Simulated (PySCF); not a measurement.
C2H9AlO4Si, singlet, geometry from GFN2-xTB (such geometries of metal compounds can be far from the true shape); PySCF with HF/3-21G.

PySCF was given this input:
```python
from pyscf import gto, scf

mol = gto.M(
    atom='''
Al   -0.083611    1.590593    0.930559
C     1.117525    3.024282    0.232748
H     2.164347    2.704985    0.241677
H     1.055640    3.950471    0.806066
H     0.882546    3.269118   -0.807794
C    -1.342096    1.627219    2.478961
H    -2.362704    1.383786    2.167924
H    -1.375904    2.596334    2.978950
H    -1.068800    0.881995    3.232295
O    -0.025803    0.139643    0.090612
Si    0.062616   -1.264324   -0.737812
O     1.219612   -2.207047   -0.106196
O     0.410283   -0.967273   -2.292212
O    -1.347680   -2.058223   -0.662546
H     1.045293   -2.635772    0.725870
H     1.264354   -0.600378   -2.499717
H    -2.098316   -1.693509   -1.120698
''',
    basis='3-21g',
    charge=0,
    spin=0,
    verbose=4,
)

mf = scf.RHF(mol)
mf.kernel()
mf.analyze()
```

Output, abridged:

```
PySCF version 2.14.0

[INPUT] verbose = 4
[INPUT] num. atoms = 17
[INPUT] num. electrons = 80
[INPUT] charge = 0
[INPUT] spin (= nelec alpha-beta = 2S) = 0
[INPUT] symmetry False subgroup None
[INPUT] Mole.unit = angstrom
[INPUT] Symbol           X                Y                Z      unit          X                Y                Z       unit  Magmom
[INPUT]  1 Al    -0.083611000000   1.590593000000   0.930559000000 AA   -0.158001891001   3.005785145650   1.758501652749 Bohr   0.0
[INPUT]  2 C      1.117525000000   3.024282000000   0.232748000000 AA    2.111816187355   5.715064703452   0.439829976040 Bohr   0.0
[INPUT]  3 H      2.164347000000   2.704985000000   0.241677000000 AA    4.090023068524   5.111680821057   0.456703340607 Bohr   0.0
[INPUT]  4 H      1.055640000000   3.950471000000   0.806066000000 AA    1.994870486136   7.465308253037   1.523243978324 Bohr   0.0
[INPUT]  5 H      0.882546000000   3.269118000000  -0.807794000000 AA    1.667770232330   6.177737688886  -1.526509425067 Bohr   0.0
[INPUT]  6 C     -1.342096000000   1.627219000000   2.478961000000 AA   -2.536193872874   3.074998254689   4.684557363478 Bohr   0.0
[INPUT]  7 H     -2.362704000000   1.383786000000   2.167924000000 AA   -4.464863473414   2.614976555007   4.096782618872 Bohr   0.0
[INPUT]  8 H     -1.375904000000   2.596334000000   2.978950000000 AA   -2.600081733694   4.906360187897   5.629399638773 Bohr   0.0
[INPUT]  9 H     -1.068800000000   0.881995000000   3.232295000000 AA   -2.019739281935   1.666728993236   6.108152303801 Bohr   0.0
[INPUT] 10 O     -0.025803000000   0.139643000000   0.090612000000 AA   -0.048760603192   0.263887025213   0.171231863599 Bohr   0.0
[INPUT] 11 Si     0.062616000000  -1.264324000000  -0.737812000000 AA    0.118327091016  -2.389226092715  -1.394262611418 Bohr   0.0
[INPUT] 12 O      1.219612000000  -2.207047000000  -0.106196000000 AA    2.304732658233  -4.170714374043  -0.200681355524 Bohr   0.0
[INPUT] 13 O      0.410283000000  -0.967273000000  -2.292212000000 AA    0.775322503565  -1.827881057686  -4.331652899442 Bohr   0.0
[INPUT] 14 O     -1.347680000000  -2.058223000000  -0.662546000000 AA   -2.546746103554  -3.889477773281  -1.252030484926 Bohr   0.0
[INPUT] 15 H      1.045293000000  -2.635772000000   0.725870000000 AA    1.975317489925  -4.980887206797   1.371695502038 Bohr   0.0
[INPUT] 16 H      1.264354000000  -0.600378000000  -2.499717000000 AA    2.389282784498  -1.134549991214  -4.723780518919 Bohr   0.0
[INPUT] 17 H     -2.098316000000  -1.693509000000  -1.120698000000 AA   -3.965242562793  -3.200268199486  -2.117812288348 Bohr   0.0

nuclear repulsion = 552.771790208041
number of shells = 62
number of NR pGTOs = 171
number of NR cGTOs = 98
basis = 3-21g
ecp = {}

******** <class 'pyscf.scf.hf.RHF'> ********
method = RHF
initial guess = minao
damping factor = 0
level_shift factor = 0
DIIS = <class 'pyscf.scf.diis.CDIIS'>
diis_start_cycle = 1
diis_space = 8
diis_damp = 0
SCF conv_tol = 1e-09
SCF conv_tol_grad = None
SCF max_cycles = 50
direct_scf = True
direct_scf_tol = 1e-13
Set gradient conv threshold to 3.16228e-05
Initial guess from minao.
init E= -906.959256875742
  HOMO = -0.295600400663783  LUMO = 0.0125096613321873  gap/eV = 8.38410
cycle= 1 E= -906.494651127985  delta_E= 0.465  |g|= 0.884  |ddm|= 3.51
  HOMO = -0.358773181494677  LUMO = 0.102140469396391  gap/eV = 12.54210
cycle= 2 E= -906.615051042624  delta_E= -0.12  |g|= 0.431  |ddm|= 0.841
  HOMO = -0.38750198181658  LUMO = 0.0947596390596432  gap/eV = 13.12301
cycle= 3 E= -906.645532144805  delta_E= -0.0305  |g|= 0.0615  |ddm|= 0.282
  HOMO = -0.388429750014696  LUMO = 0.0964522512781611  gap/eV = 13.19431
cycle= 4 E= -906.646665452221  delta_E= -0.00113  |g|= 0.0198  |ddm|= 0.0885
  HOMO = -0.388962337653555  LUMO = 0.0960520360972152  gap/eV = 13.19791
cycle= 5 E= -906.646752151127  delta_E= -8.67e-05  |g|= 0.00402  |ddm|= 0.0188
  HOMO = -0.389130529965949  LUMO = 0.0961408306033817  gap/eV = 13.20491
cycle= 6 E= -906.646759786936  delta_E= -7.64e-06  |g|= 0.000651  |ddm|= 0.0086
  HOMO = -0.389323156121006  LUMO = 0.0960468749269343  gap/eV = 13.20759
cycle= 7 E= -906.646760074783  delta_E= -2.88e-07  |g|= 0.000152  |ddm|= 0.00156
  HOMO = -0.389292820797043  LUMO = 0.0960572484258995  gap/eV = 13.20705
cycle= 8 E= -906.646760088328  delta_E= -1.35e-08  |g|= 5e-05  |ddm|= 0.000304
  HOMO = -0.389300273035833  LUMO = 0.096057348055822  gap/eV = 13.20725
cycle= 9 E= -906.64676008953  delta_E= -1.2e-09  |g|= 1.18e-05  |ddm|= 9.11e-05
  HOMO = -0.389299908427721  LUMO = 0.0960565781588811  gap/eV = 13.20722
cycle= 10 E= -906.64676008962  delta_E= -9e-11  |g|= 2.85e-06  |ddm|= 2.69e-05
  HOMO = -0.389299691366146  LUMO = 0.0960568269771787  gap/eV = 13.20722
Extra cycle  E= -906.646760089625  delta_E= -5e-12  |g|= 1.33e-06  |ddm|= 4.45e-06
converged SCF energy = -906.646760089625
**** SCF Summaries ****
Total Energy =                        -906.646760089625104
Nuclear Repulsion Energy =             552.771790208041011
One-electron Energy =                -2356.859176419303367
Two-electron Energy =                  897.440626121637365
Two-electron Coulomb Energy =          982.831295663408582
DFT Exchange-Correlation Energy =      -85.390669541771217
HOMO-LUMO gap [eV] =                    13.207223577963417
**** MO energy ****
MO #1   energy= -68.4111083223453  occ= 2
MO #2   energy= -58.0694788720243  occ= 2
MO #3   energy= -20.4377713147422  occ= 2
MO #4   energy= -20.4371656695426  occ= 2
MO #5   energy= -20.4369324577643  occ= 2
MO #6   energy= -20.4214624733324  occ= 2
MO #7   energy= -11.1373180816512  occ= 2
MO #8   energy= -11.1368216211318  occ= 2
MO #9   energy= -6.19219145551552  occ= 2
MO #10  energy= -4.86623923020328  occ= 2
MO #11  energy= -4.29108726355208  occ= 2
MO #12  energy= -4.29108226601871  occ= 2
MO #13  energy= -4.28918167670033  occ= 2
MO #14  energy= -3.17261662117925  occ= 2
MO #15  energy= -3.17012225210783  occ= 2
MO #16  energy= -3.16861871380925  occ= 2
MO #17  energy= -1.37010819837085  occ= 2
MO #18  energy= -1.32458784774064  occ= 2
MO #19  energy= -1.32443406451202  occ= 2
MO #20  energy= -1.27748736136793  occ= 2
MO #21  energy= -0.923636479500192 occ= 2
MO #22  energy= -0.915187682135696 occ= 2
MO #23  energy= -0.776541334162744 occ= 2
MO #24  energy= -0.691163098624319 occ= 2
MO #25  energy= -0.689532710167106 occ= 2
MO #26  energy= -0.670394459454626 occ= 2
MO #27  energy= -0.550836214985424 occ= 2
MO #28  energy= -0.548098325697696 occ= 2
MO #29  energy= -0.542620134038383 occ= 2
MO #30  energy= -0.537113367416831 occ= 2
MO #31  energy= -0.534335900537225 occ= 2
MO #32  energy= -0.532690680947751 occ= 2
MO #33  energy= -0.522315268556742 occ= 2
MO #34  energy= -0.517869626376267 occ= 2
MO #35  energy= -0.505619342189115 occ= 2
MO #36  energy= -0.504605388828874 occ= 2
MO #37  energy= -0.47544918459018  occ= 2
MO #38  energy= -0.47076896623263  occ= 2
MO #39  energy= -0.465069884122798 occ= 2
MO #40  energy= -0.389299691366146 occ= 2
MO #41  energy= 0.0960568269771787 occ= 0
MO #42  energy= 0.143653727030373  occ= 0
MO #43  energy= 0.182362072517865  occ= 0
MO #44  energy= 0.220698417239502  occ= 0
MO #45  energy= 0.264435633245754  occ= 0
MO #46  energy= 0.270184006209413  occ= 0
MO #47  energy= 0.290598135986572  occ= 0
MO #48  energy= 0.3115566310069    occ= 0
 ** Mulliken pop on meta-lowdin orthogonal AOs  **
 ** Mulliken pop  **
 ** Mulliken atomic charges  **
charge of    0Al =      1.03528
charge of    1C =     -0.59852
charge of    2H =      0.10102
charge of    3H =      0.09858
charge of    4H =      0.10116
charge of    5C =     -0.59747
charge of    6H =      0.10178
charge of    7H =      0.09795
charge of    8H =      0.10144
charge of    9O =     -0.84489
charge of   10Si =      1.63213
charge of   11O =     -0.72736
charge of   12O =     -0.72622
charge of   13O =     -0.72615
charge of   14H =      0.31720
charge of   15H =      0.31724
charge of   16H =      0.31682
Dipole moment(X, Y, Z, Debye): -0.25307,  2.47575,  1.42568
```
